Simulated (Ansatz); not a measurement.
This geometry of CH5BO + H2S (11 atoms, charge 0, multiplicity 1) is a first-order saddle point.

These are results of Ansatz 0.2.0, RKS BHLYP-D4/6-31G*, not measurements.

```xyz
11
Properties=species:S:1:pos:R:3
B -0.058 0.255 0.219
O -0.188 -0.165 1.682
H -1.054 -0.543 1.856
H 1.043 0.073 -0.184
C -1.322 -0.055 -0.670
H -1.404 -1.131 -0.837
H -2.261 0.276 -0.223
H -1.247 0.411 -1.648
S -0.094 2.322 0.831
H 1.222 2.478 0.996
H -0.220 1.109 1.837
```

(1) Which two structures does it join? (They come from a converged band through this point; their orientation in space is the band's.)

(2) How far does it lie above each of them?

## Answers

(1) Bonds broken: S9–H11. Bonds formed: B1–S9, O2–H11. CH5BO + H2S becomes CH7BOS.

Initial state:

```xyz
11
Properties=species:S:1:pos:R:3
B -0.539 0.083 -0.119
O -0.719 0.377 1.190
H -1.538 0.031 1.548
H 0.469 0.508 -0.592
C -1.567 -0.743 -0.968
H -1.084 -1.626 -1.386
H -2.451 -1.070 -0.420
H -1.901 -0.154 -1.823
S 1.179 2.939 2.600
H 2.130 2.765 1.678
H 0.440 1.918 2.153
```

Final state:

```xyz
11
Properties=species:S:1:pos:R:3
B -0.017 0.538 0.134
O -0.264 -0.169 1.776
H -1.056 -0.713 1.778
H 1.048 0.080 -0.126
C -1.292 0.035 -0.664
H -1.379 -1.053 -0.663
H -2.233 0.449 -0.296
H -1.206 0.335 -1.706
S -0.020 2.381 0.515
H 1.279 2.545 0.779
H -0.441 0.599 2.332
```

(2) 1.37 eV above the first and 0.83 eV above the second. This is the barrier of this one path; another mechanism may lie lower. The orbitals stay closed-shell, which can raise the energy where a bond breaks towards radicals; this wasn't checked here.

Time of the run: 13 min on 1 thread of Arm Neoverse V1, with other jobs on the host, peak memory 0.18 GiB.
